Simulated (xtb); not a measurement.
I2Sn, charge +1, doublet, geometry from GFN2-xTB (such geometries of metal compounds can be far from the true shape) (a state made from the parent by changing its charge; the spin is typed, not shown lowest); GFN2-xTB (xtb).

Input for xtb:
```
$ xtb mol.xyz --gfn 2 --chrg 1 --uhf 1 --ohess --json

# file mol.xyz
3

Sn    -0.00242820    -0.00227352     1.36744649
I      0.99109659    -1.68231466    -0.64606286
I     -0.98880584     1.68445949    -0.64398100
```

It wrote (shortened):

```
   ID    Z sym.   atoms
    1   50 Sn     1
    2   53 I      2, 3

           -------------------------------------------------
          |                Calculation Setup                |
           -------------------------------------------------

           -------------------------------------------------
          |                 G F N 2 - x T B                 |
           -------------------------------------------------

          ...................................................
          :                      SETUP                      :
          :.................................................:
          :  # basis functions                  30          :
          :  # atomic orbitals                  27          :
          :  # shells                            9          :
          :  # electrons                        17          :
          :  max. iterations                   250          :
          :  Hamiltonian                  GFN2-xTB          :
          :  restarted?                      false          :
          :  GBSA solvation                  false          :
          :  PC potential                    false          :
          :  electronic temp.          300.0000000     K    :
          :  accuracy                    1.0000000          :
          :  -> integral cutoff          0.2500000E+02      :
          :  -> integral neglect         0.1000000E-07      :
          :  -> SCF convergence          0.1000000E-05 Eh   :
          :  -> wf. convergence          0.1000000E-03 e    :
          :  Broyden damping             0.4000000          :
          :  net charge                          1          :
          :  unpaired electrons                  1          :
          ...................................................

 iter      E             dE          RMSdq      gap      omega  full diag
   1     -6.9637046 -0.696370E+01  0.722E+01    0.21       0.0  T
   2     -5.0101167  0.195359E+01  0.783E+01    5.25       1.0  T
   3     -9.3230652 -0.431295E+01  0.111E+01    4.35       1.0  T
   4     -9.3866811 -0.636159E-01  0.176E+01    3.54       1.0  T
   5     -9.2909161  0.957650E-01  0.255E+01    2.80       1.0  T
   6     -9.2098987  0.810174E-01  0.273E+01    5.67       1.0  T
   7     -9.2145293 -0.463066E-02  0.268E+01    5.64       1.0  T
   8     -9.3354537 -0.120924E+00  0.146E+01    4.98       1.0  T
   9     -9.3534630 -0.180093E-01  0.120E+01    4.86       1.0  T
  10     -9.3913251 -0.378621E-01  0.168E+00    4.36       1.0  T
  11     -9.3921990 -0.873933E-03  0.106E+00    4.51       1.0  T
  12     -9.3890298  0.316925E-02  0.323E+00    4.34       1.0  T
  13     -9.3922951 -0.326527E-02  0.230E-01    4.50       1.0  T
  14     -9.3923025 -0.746521E-05  0.203E-01    4.47       1.0  T
  15     -9.3923033 -0.721914E-06  0.146E-01    4.47       1.0  T
  16     -9.3923042 -0.967704E-06  0.132E-01    4.47       1.0  T
  17     -9.3923021  0.216820E-05  0.177E-01    4.46       1.0  T
  18     -9.3923046 -0.254895E-05  0.609E-02    4.47       1.0  T
  19     -9.3923046  0.147223E-07  0.197E-02    4.47       2.9  T
  20     -9.3923046 -0.348955E-08  0.799E-03    4.47       7.2  T
  21     -9.3923046 -0.330066E-07  0.327E-03    4.47      17.6  T
  22     -9.3923046 -0.101657E-08  0.127E-03    4.47      45.6  T
  23     -9.3923046 -0.789569E-09  0.752E-04    4.47      76.8  T
  24     -9.3923046 -0.224354E-09  0.130E-04    4.47     445.7  T

   *** convergence criteria satisfied after 24 iterations ***

         :::::::::::::::::::::::::::::::::::::::::::::::::::::
         ::                     SUMMARY                     ::
         :::::::::::::::::::::::::::::::::::::::::::::::::::::
         :: total energy              -9.388548659475 Eh    ::
         :: gradient norm              0.000002681509 Eh/a0 ::
         :: HOMO-LUMO gap              4.465950765990 eV    ::
         ::.................................................::
         :: SCC energy                -9.392304505147 Eh    ::
         :: -> isotropic ES            0.057504147441 Eh    ::
         :: -> anisotropic ES          0.000461390811 Eh    ::
         :: -> anisotropic XC         -0.006138734108 Eh    ::
         :: -> dispersion             -0.003378786827 Eh    ::
         :: repulsion energy           0.003755845671 Eh    ::
         :: add. restraining           0.000000000000 Eh    ::
         :: total charge               1.000000000396 e     ::
         :::::::::::::::::::::::::::::::::::::::::::::::::::::

      -----------------------------------------------------------
     |                   =====================                   |
     |                        A N C O P T                        |
     |                   =====================                   |
     |               Approximate Normal Coordinate               |
     |                Rational Function Optimizer                |
      -----------------------------------------------------------
      -----------------------------------------------------------
     |                   =====================                   |
     |                        A N C O P T                        |
     |                   =====================                   |
     |               Approximate Normal Coordinate               |
     |                Rational Function Optimizer                |
      -----------------------------------------------------------

          ...................................................
          :                      SETUP                      :
          :.................................................:
          :   optimization level            normal          :
          :   max. optcycles                   200          :
          :   ANC micro-cycles                  20          :
          :   degrees of freedom                 3          :
          :.................................................:
[...]
 * total energy  :    -9.3885487 Eh     change        0.3375078E-12 Eh
   *** GEOMETRY OPTIMIZATION CONVERGED AFTER 1 ITERATIONS ***
         :: total energy              -9.388548659476 Eh    ::
[...]

     #   Z          covCN         q      C6AA      α(0)
     1  50 Sn       1.719     0.632   427.543    44.445
     2  53 I        0.980     0.184   358.726    32.696
     3  53 I        0.980     0.184   358.726    32.696

 Mol. C6AA /au·bohr⁶  :       3402.046871
 Mol. C8AA /au·bohr⁸  :     350762.136305
Molecule has the following symmetry elements: (C2) 2*(sigma)
It seems to be the C2v point group
 Mol. α(0) /au        :        109.836213

Wiberg/Mayer (AO) data.
largest (>0.10) Wiberg bond orders for each atom

 ---------------------------------------------------------------------------
     #   Z sym  total        # sym  WBO       # sym  WBO       # sym  WBO
 ---------------------------------------------------------------------------
     1  50 Sn   2.306 --     3 I    1.153     2 I    1.153
     2  53 I    1.497 --     1 Sn   1.153     3 I    0.344
     3  53 I    1.497 --     1 Sn   1.153     2 I    0.344
 ---------------------------------------------------------------------------

Topologies differ in total number of bonds
Writing topology from bond orders to xtbtopo.mol

molecular dipole:
                 x           y           z       tot (Debye)
 q only:       -0.002      -0.002       1.186
   full:       -0.007      -0.006       3.828       9.730
molecular quadrupole (traceless):
                xx          xy          yy          xz          yz          zz
 q only:       -2.958      -3.282       0.693      -0.015      -0.008       2.265
  q+dip:       -4.967       2.075      -7.275      -0.027      -0.029      12.242
   full:       -2.341       4.135      -6.942      -0.014      -0.020       9.283

           -------------------------------------------------
          |               Frequency Printout                |
           -------------------------------------------------
 projected vibrational frequencies (cm⁻¹)
eigval :       -0.00    -0.00     0.00     0.00     0.00     0.00
eigval :       32.62   149.18   185.55
 reduced masses (amu)
   1:125.11   2:124.11   3:122.83   4:125.03   5:123.78   6:125.75   7:125.75   8:122.73
   9:122.47
 IR intensities (km·mol⁻¹)
   1:  1.74   2:  4.76   3:  7.91   4:  2.34   5:  4.04   6:  2.40   7:  3.19   8: 16.10
   9: 13.55
 Raman intensities (Ä⁴*amu⁻¹)
   1:  0.00   2:  0.00   3:  0.00   4:  0.00   5:  0.00   6:  0.00   7:  0.00   8:  0.00
   9:  0.00
 output can be read by thermo (or use thermo option).
 writing <g98.out> molden fake output.
 recommended (thermochemical) frequency scaling factor: 1.0
           -------------------------------------------------
          |             Thermodynamic Functions             |
           -------------------------------------------------

c2v symmetry found (for desy threshold:  0.10E+00) used in thermo

          ...................................................
          :                      SETUP                      :
          :.................................................:
          :  # frequencies                           3      :
          :  # imaginary freq.                       0      :
          :  linear?                             false      :
          :  only rotor calc.                    false      :
          :  symmetry                              c2v      :
          :  rotational number                       2      :
          :  scaling factor                  1.0000000      :
          :  rotor cutoff                   50.0000000 cm⁻¹ :
          :  imag. cutoff                  -20.0000000 cm⁻¹ :
          :.................................................:

    mode    ω/cm⁻¹     T·S(HO)/kcal·mol⁻¹    T·S(FR)/kcal·mol⁻¹   T·S(vib)
   ------------------------------------------------------------------------
       1     32.62    -1.68844 ( 15.34%)    -1.18286 ( 84.66%)    -1.26044
       2    149.18    -0.79985 ( 98.75%)    -0.73269 (  1.25%)    -0.79901
       3    185.55    -0.67735 ( 99.48%)    -0.66806 (  0.52%)    -0.67731
   ------------------------------------------------------------------------

   temp. (K)  partition function   enthalpy   heat capacity  entropy
                                   cal/mol     cal/K/mol   cal/K/mol   J/K/mol
 298.15  VIB   22.6                 1317.997      4.893      9.179
         ROT  0.774E+06              888.752      2.981     29.927
         INT  0.175E+08             2206.750      7.874     39.107
         TR   0.696E+28             1481.254      4.968     43.618
         TOT                        3688.0036    12.8419    82.7248   346.1207

       T/K    H(0)-H(T)+PV         H(T)/Eh          T*S/Eh         G(T)/Eh
   ------------------------------------------------------------------------
    298.15    0.587721E-02    0.671409E-02    0.393052E-01   -0.325912E-01
   ------------------------------------------------------------------------

         :::::::::::::::::::::::::::::::::::::::::::::::::::::
         ::                  THERMODYNAMIC                  ::
         :::::::::::::::::::::::::::::::::::::::::::::::::::::
         :: total free energy          -9.421139811905 Eh   ::
         ::.................................................::
         :: total energy               -9.388548659469 Eh   ::
         :: zero point energy           0.000836881425 Eh   ::
         :: G(RRHO) w/o ZPVE           -0.033428033861 Eh   ::
         :: G(RRHO) contrib.           -0.032591152436 Eh   ::
         :::::::::::::::::::::::::::::::::::::::::::::::::::::

optimized geometry written to: xtbopt.xyz

           -------------------------------------------------
          | TOTAL ENERGY               -9.388548659469 Eh   |
          | TOTAL ENTHALPY             -9.381834570233 Eh   |
          | TOTAL FREE ENERGY          -9.421139811905 Eh   |
          | GRADIENT NORM               0.000002575060 Eh/α |
          | HOMO-LUMO GAP               4.465948668030 eV   |
           -------------------------------------------------

normal termination of xtb
```
